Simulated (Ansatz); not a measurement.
# The HOMO–LUMO gap down a group: C to Sn

One atom is swapped for its congeners: GeH3(CH2); GeH3(SiH2); GeH3(SnH2). The Ge member is missing. All are doublets with charge 0.

Shapes, held fixed at every level: PBE0-D4/def2-TZVP. Programs: Ansatz 0.2.0. Values in eV.

```tsv
level	GeH3(CH2)	GeH3(SiH2)	GeH3(SnH2)
SPW92/def2-TZVPP	1.55	1.16	0.78
PBE-D4/def2-TZVPP	2.17	1.63	1.06
B3LYP-D4/def2-TZVPP	3.99	2.90	2.25
BHLYP-D4/def2-TZVPP	7.05	5.18	4.38
wB97X-V/def2-TZVPP	9.01	7.39	6.68
wB97M-V/def2-TZVPP	8.64	6.90	6.47
```

At wB97M-V/def2-TZVPP the HOMO–LUMO gap falls at every step, from 8.64 to 6.47 eV. Every level shows the same order. Open shells run unrestricted unless RO is named. For atoms past krypton def2 sets carry core potentials with scalar relativity. Relativity is left out for Ge unless named. Orbital gaps aren't excitation energies, and the LUMO depends on the basis.
